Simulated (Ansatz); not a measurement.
Ansatz (an electronic-structure program) input (r2SCAN0/def2-TZVPD):

Ansatz 0.2 input:
```yaml
crystal:
  periodic: [false, false, false]
  atoms:
    - {symbol: C, position_ang: [-1.45156978, 1.46630407, 0.17551658]}
    - {symbol: Si, position_ang: [-0.40167626, 0.04786648, -0.49723185]}
    - {symbol: C, position_ang: [-1.28949051, -1.60071547, -0.25066455]}
    - {symbol: Si, position_ang: [1.76546125, 0.04030927, 0.38132927]}
    - {symbol: H, position_ang: [-1.64136445, 1.32937693, 1.24469729]}
    - {symbol: H, position_ang: [-2.41746770, 1.50975342, -0.33200182]}
    - {symbol: H, position_ang: [-0.95403974, 2.42763586, 0.04120806]}
    - {symbol: H, position_ang: [-1.47704417, -1.78004921, 0.81262351]}
    - {symbol: H, position_ang: [-0.69720140, -2.43250581, -0.63413836]}
    - {symbol: H, position_ang: [-2.25290976, -1.60417000, -0.76470053]}
    - {symbol: H, position_ang: [1.80173291, -0.16285629, 1.85720795]}
    - {symbol: H, position_ang: [2.55879944, -1.04909886, -0.24125373]}
    - {symbol: H, position_ang: [2.43286668, 1.33392181, 0.08988157]}
basis:
  gaussian:
    orbitals: def2-TZVPD
hamiltonian:
  xc: {name: r2SCAN0}
magnetization: {spin_polarized: true, initial_magnetization: 1}
output: {forces: true}
```

Output:

```
Functional definition: r2SCAN0
integrals: 0.19 GiB planned
1399 factors; their error is unknown
0.41 GiB of the device are held for the grids
1.37 GiB of device memory are held for the factors and their scratch space
mean field: 1.64 GiB planned
mean field evaluation 1: about -17964.7237 eV, gradient 4.4e1 eV
mean field evaluation 2: about -17963.0864 eV, gradient 4.4e1 eV
mean field evaluation 4: about -17973.4115 eV, gradient 1.2e0 eV
mean field evaluation 8: about -17973.4157 eV, gradient 2.6e-1 eV
mean field evaluation 16: about -17973.4159 eV, gradient 7.5e-5 eV
mean field -17973.41589971 eV, -660.5108514953 hartree, gradient 7.6e-5 eV, S^2 0.755883; 0 other end points of the search recorded, 0 dependent functions left out
the calculation of the forces begins
reference -17973.41591636 eV, -660.5108521074 hartree; 25, 24 occupied and 216, 217 virtual orbitals, 1399 factors
Total energy: -17973.41591636 eV, -660.5108521074 hartree
Atom 0 at    -1.451570     1.466304     0.175517 Å, force     0.038611    -0.045816    -0.026588 eV/Å
Atom 1 at    -0.401676     0.047866    -0.497232 Å, force    -0.136040    -0.034375     0.195647 eV/Å
Atom 2 at    -1.289491    -1.600715    -0.250665 Å, force     0.033280     0.055056    -0.012571 eV/Å
Atom 3 at     1.765461     0.040309     0.381329 Å, force    -0.051172     0.002168    -0.035066 eV/Å
Atom 4 at    -1.641364     1.329377     1.244697 Å, force     0.026292     0.011193    -0.129395 eV/Å
Atom 5 at    -2.417468     1.509753    -0.332002 Å, force     0.108595    -0.009375     0.050298 eV/Å
Atom 6 at    -0.954040     2.427636     0.041208 Å, force    -0.055470    -0.106173     0.012836 eV/Å
Atom 7 at    -1.477044    -1.780049     0.812624 Å, force     0.025447     0.027193    -0.127172 eV/Å
Atom 8 at    -0.697201    -2.432506    -0.634138 Å, force    -0.065961     0.092355     0.040422 eV/Å
Atom 9 at    -2.252910    -1.604170    -0.764701 Å, force     0.107755     0.006522     0.052507 eV/Å
Atom 10 at     1.801733    -0.162856     1.857208 Å, force    -0.005049     0.006072    -0.045614 eV/Å
Atom 11 at     2.558799    -1.049099    -0.241254 Å, force    -0.014710     0.027228     0.016466 eV/Å
Atom 12 at     2.432867     1.333922     0.089882 Å, force    -0.011577    -0.032049     0.008229 eV/Å
Dipole moment:    -0.258154    -0.020480     0.049209 e Å
```

It need not be the lowest isomer of its formula.
